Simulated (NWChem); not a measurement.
System: C$_{3}$H$_{5}$Br; SMILES C/C=C\Br

Parts of the log:

```
             Northwest Computational Chemistry Package (NWChem) 7.3.0
             --------------------------------------------------------

 CS  symmetry detected

                             Geometry "geometry" -> ""
                             -------------------------

 Output coordinates in angstroms (scale by  1.889725989 to convert to a.u.)

  No.       Tag          Charge          X              Y              Z
 ---- ---------------- ---------- -------------- -------------- --------------
    1 C                    6.0000    -0.85330083     2.23150070     0.00000000
    2 C                    6.0000     0.56236226     1.75375097     0.00000000
    3 C                    6.0000     1.00759152     0.48510937     0.00000000
    4 Br                  35.0000    -0.11563997    -1.04815631     0.00000000
    5 H                    1.0000    -1.56899741     1.38737307     0.00000000
    6 H                    1.0000    -1.05671144     2.86557105    -0.88931900
    7 H                    1.0000    -1.05671144     2.86557105     0.88931900
    8 H                    1.0000     1.35550594     2.52410163     0.00000000
    9 H                    1.0000     2.07439571     0.22068778     0.00000000

 Effective nuclear repulsion energy (a.u.)     221.3480546235

      Symmetry information
      --------------------

 Group name             Cs
 Group number              2
 Group order               2
 No. of unique centers     8

                                 NWChem DFT Module
                                 -----------------

 Summary of "ao basis" -> "ao basis" (spherical)
 ------------------------------------------------------------------------------
       Tag                 Description            Shells   Functions and Types
 ---------------- ------------------------------  ------  ---------------------
 C                           6-31g*                  6       14   3s2p1d
 Br                          6-31g*                 12       32   5s4p3d
 H                           6-31g*                  2        2   2s

      Symmetry analysis of basis
      --------------------------

        a'         60
        a"         24

            General Information
            -------------------
          SCF calculation type: DFT
          Wavefunction type:  closed shell.
          No. of atoms     :     9
          No. of electrons :    58
           Alpha electrons :    29
            Beta electrons :    29
          Charge           :     0
          Spin multiplicity:     1
          Use of symmetry is: on ; symmetry adaption is: on
          Maximum number of iterations: 200
          AO basis - number of functions:    84
                     number of shells:    40
          Convergence on energy requested:  1.00D-06
          Convergence on density requested:  1.00D-05
          Convergence on gradient requested:  5.00D-04

              XC Information
              --------------
                         PBE0 Method XC Functional
                     Hartree-Fock (Exact) Exchange  0.250
          PerdewBurkeErnzerhof Exchange Functional  0.750
            Perdew 1991 LDA Correlation Functional  1.000 local
           PerdewBurkeErnz. Correlation Functional  1.000 non-local

             Grid Information
             ----------------
          Grid used for XC integration:  medium
          Radial quadrature: Mura-Knowles
          Angular quadrature: Lebedev.
          Tag              B.-S. Rad. Rad. Pts. Rad. Cut. Ang. Pts.
          ---              ---------- --------- --------- ---------
          C                   0.70       49          10.0       434
          Br                  1.15      112          10.0       590
          H                   0.35       45          11.0       434
          Grid pruning is: on
          Number of quadrature shells:   439
          Spatial weights used:  Erf1

      Non-variational initial energy
      ------------------------------

 Total energy =     221.348055
 1-e energy   =       0.000000
 2-e energy   =       0.000000
 HOMO         =     -20.461709
 LUMO         =     -20.220054

      Symmetry analysis of molecular orbitals - initial
      -------------------------------------------------

  Numbering of irreducible representations:

     1 a'          2 a"

  Orbital symmetries:

     1 a'          2 a'          3 a'          4 a"          5 a'
     6 a'          7 a'          8 a"          9 a'         10 a"
    11 a'         12 a'         13 a'         14 a"         15 a'
    16 a'         17 a"         18 a'         19 a"         20 a'
    21 a'         22 a'         23 a'         24 a'         25 a'
    26 a"         27 a'         28 a'         29 a"         30 a'
    31 a"         32 a'         33 a'         34 a"         35 a'
    36 a'         37 a'         38 a'         39 a"

   convergence    iter        energy       DeltaE   RMS-Dens  Diis-err
 ---------------- ----- ----------------- --------- --------- ---------
 d= 0,ls=0.0,diis     1  -2537.4429159737 -2.76D+03  7.06D-01  1.53D+02
 d= 0,ls=0.0,diis     2  -2194.1640814442  3.43D+02  5.36D-01  7.10D+02
 d= 0,ls=0.0,diis     3  -2340.5945216803 -1.46D+02  2.51D-01  5.88D+02
 d= 0,ls=0.0,diis     4  -2529.5239651906 -1.89D+02  3.22D-01  3.25D+02
 d= 0,ls=0.0,diis     5  -2676.9533545430 -1.47D+02  3.47D-01  3.18D+01
 d= 0,ls=0.0,diis     6  -2680.7514041537 -3.80D+00  2.89D-01  6.24D+01
 d= 0,ls=0.0,diis     7  -2690.4854007189 -9.73D+00  1.66D-02  5.83D+00
 d= 0,ls=0.0,diis     8  -2690.3221883516  1.63D-01  1.67D-02  2.36D+00
 d= 0,ls=0.0,diis     9  -2690.6809389297 -3.59D-01  6.38D-03  3.13D-01
  Resetting Diis
 d= 0,ls=0.0,diis    10  -2690.6945022277 -1.36D-02  2.54D-03  8.60D-02
 d= 0,ls=0.0,diis    11  -2690.7050482224 -1.05D-02  1.46D-03  6.42D-03
 d= 0,ls=0.0,diis    12  -2690.7038011307  1.25D-03  9.39D-04  1.61D-02
 d= 0,ls=0.0,diis    13  -2690.7057836433 -1.98D-03  1.41D-04  2.56D-04
 d= 0,ls=0.0,diis    14  -2690.7058157383 -3.21D-05  2.05D-05  4.10D-06
 d= 0,ls=0.0,diis    15  -2690.7058162269 -4.89D-07  5.37D-06  2.35D-07

         Total DFT energy =    -2690.705816226948
      One electron energy =    -4178.976973989263
           Coulomb energy =     1375.884507929880
    Exchange-Corr. energy =     -108.961404791086
 Nuclear repulsion energy =      221.348054623521

 Numeric. integr. density =       57.999989026238

                  Occupations of the irreducible representations
                  ----------------------------------------------

                     irrep           alpha         beta
                     --------     --------     --------
                     a'               22.0         22.0
                     a"                7.0          7.0

                       DFT Final Molecular Orbital Analysis
                       ------------------------------------

 Vector   27  Occ=2.000000D+00  E=-3.409927D-01  Symmetry=a"
              MO Center=  1.9D-01, -1.4D-01,  3.3D-15, r^2= 2.9D+00
   Bfn.  Coefficient  Atom+Function         Bfn.  Coefficient  Atom+Function
  ----- ------------  ---------------      ----- ------------  ---------------
    55      0.581757  4 Br pz                33      0.286289  3 C  pz
    51     -0.263188  4 Br pz                59      0.236033  4 Br pz
    37      0.201407  3 C  pz                19      0.152718  2 C  pz
     5     -0.120542  1 C  pz                23      0.085927  2 C  pz
    78      0.081538  6 H  s                 80     -0.081538  7 H  s

 Vector   28  Occ=2.000000D+00  E=-2.968183D-01  Symmetry=a'
              MO Center= -4.4D-02, -9.0D-01, -4.7D-15, r^2= 1.9D+00
   Bfn.  Coefficient  Atom+Function         Bfn.  Coefficient  Atom+Function
  ----- ------------  ---------------      ----- ------------  ---------------
    53      0.642686  4 Br px                54     -0.422425  4 Br py
    49     -0.287448  4 Br px                57      0.282310  4 Br px
    58     -0.192629  4 Br py                50      0.188535  4 Br py
    20      0.138638  2 C  s                 84     -0.123029  9 H  s
    83     -0.090886  9 H  s                 31     -0.087356  3 C  px

 Vector   29  Occ=2.000000D+00  E=-2.540878D-01  Symmetry=a"
              MO Center=  3.1D-01,  4.0D-01, -1.0D-15, r^2= 3.3D+00
   Bfn.  Coefficient  Atom+Function         Bfn.  Coefficient  Atom+Function
  ----- ------------  ---------------      ----- ------------  ---------------
    55      0.515068  4 Br pz                19     -0.332797  2 C  pz
    33     -0.305015  3 C  pz                23     -0.258587  2 C  pz
    59      0.252562  4 Br pz                51     -0.227143  4 Br pz
    37     -0.221481  3 C  pz                78     -0.095573  6 H  s
    80      0.095573  7 H  s                  5      0.092670  1 C  pz

 Vector   30  Occ=0.000000D+00  E= 1.010851D-02  Symmetry=a"
              MO Center=  6.1D-01,  1.1D+00,  2.0D-16, r^2= 2.6D+00
   Bfn.  Coefficient  Atom+Function         Bfn.  Coefficient  Atom+Function
  ----- ------------  ---------------      ----- ------------  ---------------
    23      0.603125  2 C  pz                37     -0.603326  3 C  pz
    19      0.428652  2 C  pz                33     -0.417536  3 C  pz
    78      0.230524  6 H  s                 80     -0.230524  7 H  s
    55      0.161830  4 Br pz                59      0.155559  4 Br pz
    77      0.089835  6 H  s                 79     -0.089835  7 H  s

 Vector   31  Occ=0.000000D+00  E= 2.129811D-02  Symmetry=a'
              MO Center=  2.3D-01, -5.1D-01, -1.8D-14, r^2= 3.3D+00
   Bfn.  Coefficient  Atom+Function         Bfn.  Coefficient  Atom+Function
  ----- ------------  ---------------      ----- ------------  ---------------
    34      1.002360  3 C  s                 58     -0.667303  4 Br py
    36     -0.492883  3 C  py                57     -0.488886  4 Br px
    56     -0.428806  4 Br s                 54     -0.392427  4 Br py
    32     -0.326764  3 C  py                52      0.301921  4 Br s
    82      0.298268  8 H  s                 53     -0.273810  4 Br px

 Vector   32  Occ=0.000000D+00  E= 1.058724D-01  Symmetry=a'
              MO Center=  9.3D-01,  1.7D+00, -6.7D-14, r^2= 5.6D+00
   Bfn.  Coefficient  Atom+Function         Bfn.  Coefficient  Atom+Function
  ----- ------------  ---------------      ----- ------------  ---------------
     6      1.110670  1 C  s                 82     -1.099537  8 H  s
    84     -1.072802  9 H  s                 20      0.764141  2 C  s
    34      0.754406  3 C  s                 78     -0.676203  6 H  s
    80     -0.676203  7 H  s                 21      0.464753  2 C  px
    35      0.435640  3 C  px                36     -0.333439  3 C  py

     Multipole analysis of the density
     ---------------------------------

     L   x y z        total         alpha         beta         nuclear
     -   - - -        -----         -----         ----         -------
     0   0 0 0     -0.000000    -29.000000    -29.000000     58.000000

     1   1 0 0      0.199358      0.099679      0.099679     -0.000000
     1   0 1 0      0.701381      0.350691      0.350691      0.000000
     1   0 0 1      0.000000      0.000000      0.000000      0.000000

     2   2 0 0    -25.533005    -55.014464    -55.014464     84.495923
     2   1 1 0      0.434921      5.013486      5.013486     -9.592052
     2   1 0 1     -0.000000     -0.000000     -0.000000      0.000000
     2   0 2 0    -25.041158   -214.219848   -214.219848    403.398539
     2   0 1 1     -0.000000     -0.000000     -0.000000      0.000000
     2   0 0 2    -28.989256    -17.318941    -17.318941      5.648626

            General Information
            -------------------
          SCF calculation type: DFT
          Wavefunction type:  closed shell.
          No. of atoms     :     9
          No. of electrons :    58
           Alpha electrons :    29
            Beta electrons :    29
          Charge           :     0
          Spin multiplicity:     1
          Use of symmetry is: on ; symmetry adaption is: on
          Maximum number of iterations: 200
          AO basis - number of functions:    84
                     number of shells:    40
          Convergence on energy requested:  1.00D-06
          Convergence on density requested:  1.00D-05
          Convergence on gradient requested:  5.00D-04

              XC Information
              --------------
                         PBE0 Method XC Functional
                     Hartree-Fock (Exact) Exchange  0.250
          PerdewBurkeErnzerhof Exchange Functional  0.750
            Perdew 1991 LDA Correlation Functional  1.000 local
           PerdewBurkeErnz. Correlation Functional  1.000 non-local

             Grid Information
             ----------------
          Grid used for XC integration:  medium
          Radial quadrature: Mura-Knowles
          Angular quadrature: Lebedev.
          Tag              B.-S. Rad. Rad. Pts. Rad. Cut. Ang. Pts.
          ---              ---------- --------- --------- ---------
          C                   0.70       49          10.0       434
          Br                  1.15      112          10.0       590
          H                   0.35       45          11.0       434
          Grid pruning is: on
          Number of quadrature shells:   439
          Spatial weights used:  Erf1

          Convergence Information
          -----------------------
          Convergence aids based upon iterative change in
          total energy or number of iterations.
          Levelshifting, if invoked, occurs when the
          HOMO/LUMO gap drops below (HL_TOL):  1.00D-02
          DIIS, if invoked, will attempt to extrapolate
          using up to (NFOCK): 10 stored Fock matrices.

                    Damping( 0%)  Levelshifting(0.5)       DIIS
                  --------------- ------------------- ---------------
          dE  on:    start            ASAP                start
          dE off:    2 iters        200 iters           200 iters

                            NWChem DFT Gradient Module
                            --------------------------

  charge          =   0.00
  wavefunction    = closed shell

  Using symmetry

                         DFT ENERGY GRADIENTS

    atom               coordinates                        gradient
                 x          y          z           x          y          z
   1 C      -1.612505   4.216925   0.000000    0.005968  -0.002322   0.000000
   2 C       1.062711   3.314109   0.000000   -0.009265   0.008353   0.000000
   3 C       1.904072   0.916724   0.000000   -0.002850  -0.011434   0.000000
   4 Br     -0.218528  -1.980728   0.000000   -0.002135  -0.002495   0.000000
   5 H      -2.964975   2.621755   0.000000   -0.005739  -0.007187   0.000000
   6 H      -1.996895   5.415144  -1.680569   -0.001929   0.005381  -0.006527
   7 H      -1.996895   5.415144   1.680569   -0.001929   0.005381   0.006527
   8 H       2.561535   4.769860   0.000000    0.007251   0.006661   0.000000
   9 H       3.920039   0.417039   0.000000    0.010628  -0.002336   0.000000
```

Level: PBE0/6-31G* (spherical d). The geometry was optimised at PBE-D3(BJ)/def2-SVP.

Which NWChem input produces such a log?

Several could match; the one computed here: the input that was run:
```
start job
memory heap 200 mb stack 900 mb global 1100 mb
geometry units angstroms noautoz
  C     -0.874414     2.191583     0.000000
  C      0.549153     1.737927     0.000000
  C      1.015848     0.477024     0.000000
  Br    -0.081201    -1.075083     0.000000
  H     -1.575682     1.335431     0.000000
  H     -1.088556     2.822110    -0.889319
  H     -1.088556     2.822110     0.889319
  H      1.329109     2.521627     0.000000
  H      2.086986     0.230745     0.000000
end
basis spherical
  * library 6-31g*
end
dft
  xc pbe0
  iterations 200
  vectors input hcore
end
task dft gradient
```
